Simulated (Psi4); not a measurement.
Dimer: N2 (SMILES N#N) (first 2 atoms) with CH2O (SMILES C=O); geometry from B3LYP-D3(BJ)/def2-TZVP, rigid monomers moved along the line of their centres of mass till N2···C3 is 5.73 Å.
(charge 0, multiplicity 1):
```xyz
6

N     -0.343     0.106    -0.856
N      0.265    -0.081     0.030
C      0.613    -0.323     5.747
O     -0.433    -0.054     6.268
H      0.882    -1.360     5.467
H      1.370     0.450     5.513
```

Computed with SAPT0/jun-cc-pV(D+d)Z in Psi4.

### Question
Give the four SAPT terms and the total, and say what mostly holds the pair together.

### Answer
electrostatics -0.07, exchange 0.00, induction 0.00, dispersion -0.02, total -0.09 kcal/mol; the largest attraction is electrostatics.
